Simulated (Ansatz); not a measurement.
Cost and result for the atomization energy of C4H7In (`C#[C][In]([CH3])[CH3]`) (12 atoms, 11 bonds).

```xyz
12

C     1.6320   -2.0850    1.7832
C     1.0133   -1.2942    1.1057
In   -0.0695    0.0880   -0.0768
C    -2.1672    0.2161    0.3518
C     1.0899    1.1596   -1.5288
H     2.1778   -2.7815    2.3786
H    -2.6363   -0.7479    0.1440
H    -2.6604    0.9861   -0.2406
H    -2.3087    0.4324    1.4123
H     1.6407    0.4505   -2.1492
H     1.8200    1.7877   -1.0141
H     0.4685    1.7881   -2.1660
```

The species carries charge 0 and has multiplicity 1. Correlated methods include outer-core shells of In, which these sets cover unevenly. In takes the def2 core potential. Geometry: relaxed with PBE0-D4/def2-TZVP. Program: Ansatz. All runs use 4 threads of an Arm Neoverse V2 on a shared host. Times are those of one run each, without the atoms' runs, and a repeat can differ threefold. Electronic energies, without spin–orbit coupling; frozen cores. CCSD(T)/CBS adds CCSD(T) − MP2 in def2-TZVPP to the MP2 limit, and its time is that of the two runs behind it. T1 = 0.013. With those shells the extrapolation isn't a true limit.

CCSD(T)/CBS is a level of theory with its own doubt, some kJ/mol a heavy atom from the limit and from the frozen cores, so smaller differences don't rank the functionals.

```csv
level,functions,wall time,atomization (kcal/mol),difference from CCSD(T)/CBS,per bond
PBE-D4/def2-TZVPP (with forces),272,3 s,1093.6,16.5,1.5
PBE0-D4/def2-TZVPP,272,3.7 s,1077.8,0.7,0.1
BHLYP-D4/def2-TZVPP,272,4.2 s,1043.5,-33.6,-3.1
CAM-B3LYP-D4/def2-TZVPP,272,4.5 s,1075.4,-1.7,-0.2
r2SCAN-D4/def2-TZVPP (with forces),272,5.5 s,1075.3,-1.8,-0.2
r2SCANh-D4/def2-TZVPP,272,6.5 s,1069.7,-7.4,-0.7
B2PLYP/def2-TZVPP,272,7.5 s,1064.3,-12.8,-1.2
PBE-QIDH/def2-TZVPP,272,8 s,1073.3,-3.8,-0.3
B97M-V/def2-TZVPP,272,11 s,1073.2,-3.9,-0.4
CCSD(T)/def2-SVP,117,12 s,1025.1,-52.0,-4.7
MP2/def2-QZVPP,520,31 s,1082.8,5.7,0.5
CCSD(T)/def2-TZVPP,272,5.7 min,1053.9,-23.2,-2.1
CCSD(T)/CBS(def2),–,6.2 min,1077.1,0.0,0.0
```

In def2-TZVPP, CCSD(T) changes the Hartree–Fock value by +259.9 kcal/mol (the triples alone add +17.1 kcal/mol) and MP2 by +275.1 kcal/mol; breaking electron pairs costs correlation energy, which Hartree–Fock lacks. From r2SCAN to r2SCAN0 (25 % exact exchange), in def2-TZVPP and without D4, the atomization energy moves by −13.8 kcal/mol: exact exchange takes away binding that semilocal exchange gives to molecules. At CCSD(T), def2-SVP lies −52.0 kcal/mol from the extrapolated value and def2-TZVPP −23.2 kcal/mol: correlation converges slowly with the basis, and small sets miss more of it in the bonded molecule than in its fragments.

Spin–orbit coupling would lower the free In atoms strongly, and the atomization energy with them, by more than many differences here.
